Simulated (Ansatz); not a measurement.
`C=CBC=[Se]` + HCl → `C=CBCl` + `C=[Se]`  (ligand exchange at a B–C bond)

Gas-phase electronic energies from Ansatz, PBE0-D4/def2-TZVP geometries. CCSD(T)/CBS adds triple-zeta CCSD(T) − MP2 to the extrapolated MP2 energy (def2 sets, frozen cores). This one scheme is used for every species. Functionals use def2-TZVPP. For Se outer-core shells are correlated without core-valence functions, which leaves a few kJ/mol of doubt a bond. Scalar relativity is left out up to krypton. Each species was taken in one conformer, which may not be the lowest.

`C=CBC=[Se]`:

Cartesian coordinates in Å:
```
C 0.507 1.006 -1.159
C 0.909 -0.126 -0.575
B 0.203 -0.771 0.643
C -1.085 -0.207 1.254
Se -2.385 -1.091 0.458
H 1.040 1.450 -1.995
H -0.387 1.529 -0.830
H 1.807 -0.603 -0.966
H 0.669 -1.744 1.168
H -1.279 0.558 2.002
```

HCl:

Cartesian coordinates in Å:
```
Cl 0.593 0.053 -0.234
H -0.593 -0.053 0.234
```

`C=CBCl`:

```xyz
8

C     0.217    1.054    0.729
C     0.054   -0.248    0.473
B    -0.223   -0.715   -0.959
Cl   -0.442   -2.412   -1.327
H     0.156    1.790   -0.067
H     0.416    1.436    1.726
H     0.121   -0.958    1.294
H    -0.300    0.053   -1.869
```

`C=[Se]`:

Z-matrix (Å, degrees):
```
C
Se 1 1.741
H 1 1.087 2 121.8
H 1 1.087 2 121.8 3 -180.0
```

```json
{"species": "`C=CBC=[Se]`", "CAM-B3LYP-D4 energy (Eh)": "-2543.75698"}
{"species": "HCl", "CAM-B3LYP-D4 energy (Eh)": "-460.83237"}
{"species": "`C=CBCl`", "CAM-B3LYP-D4 energy (Eh)": "-563.68673"}
{"species": "`C=[Se]`", "CAM-B3LYP-D4 energy (Eh)": "-2440.93318"}
```

(1) Work out ΔE.

Largest T1 diagnostic among the species: 0.017.

## Answers

(1) ΔE = (-563.68673) + (-2440.93318) − (-2543.75698) − (-460.83237) = -0.03056 Eh = -19.2 kcal/mol. CCSD(T)/CBS gives -18.2 kcal/mol.

In def2-TZVPP, CCSD(T) changes the Hartree–Fock value by +5.1 kcal/mol (the triples alone add +0.9 kcal/mol) and MP2 by +5.3 kcal/mol. Leaving LDA and LC-ωPBE aside and taking each functional with its dispersion term where it has one, the values, not all of them listed here, spread over 4.5 kcal/mol, from ωB97X-V to revPBE-D4. LDA lies +2.5 kcal/mol from PBE without D4.
